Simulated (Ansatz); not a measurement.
## Calibrating wB97M-V/def2-TZVPP on molecular compounds of Al

The atomisation energy (no zero-point term) in kJ/mol of 8 molecular compounds of Al: x at wB97M-V/def2-TZVPP, y at CCSD(T)/CBS estimate. Shapes, held fixed at every level: PBE0-D4/def2-TZVP. Flexible molecules stand in one conformer, not always the lowest. Programs: Ansatz 0.2.0.

| molecule | x (kJ/mol) | y (kJ/mol) |
| --- | --- | --- |
| AlH2(CN) | 1807 | 1799 |
| Al(NH2)Cl2 | 2049 | 2044 |
| Al(CN)Cl2 | 2073 | 2060 |
| CH2AlNO (SMILES O=C=[N][AlH2]) | 2403 | 2382 |
| C2H2AlF (SMILES C#[C][AlH][F]) | 2475 | ? |
| AlSiH3Cl2O (SMILES [SiH3][O][Al]([Cl])[Cl]) | 2791 | 2799 |
| C2H8AlNS (SMILES C[N](C)[AlH][SH]) | 4584 | 4567 |
| C3H7AlF2 (SMILES C[CH](C)[Al]([F])[F]) | 5220 | 5227 |

Problem. Fit y = c + s·x to the known rows and predict y for C2H2AlF.

Solution. 
1. Means of the 7 rows: x = 2989.57, y = 2982.6.
2. Σ(Δx)² = 11023764, Σ(Δx·Δy) = 11049080, so the slope is 11049080/11023764 = 1.0023.
3. Intercept: 2982.6 − (1.0023) × 2989.57 = -13.8. The largest residual of the fit is 15.
4. C2H2AlF: -13.8 + 1.0023 × 2475 = 2467 kJ/mol.

CCSD(T)/CBS estimate gives 2482 kJ/mol, so the prediction is off by -15 kJ/mol, within the largest residual. Uncorrected, wB97M-V/def2-TZVPP misses C2H2AlF by -7 kJ/mol, and the other rows by 11 on average. The line makes this one worse. Left out in turn, the other rows are missed by 13 kJ/mol on average, worse than no correction. The CBS estimate extrapolates MP2 from def2-TZVPP and def2-QZVPP and adds CCSD(T) − MP2 in the triple-zeta set, cores frozen.
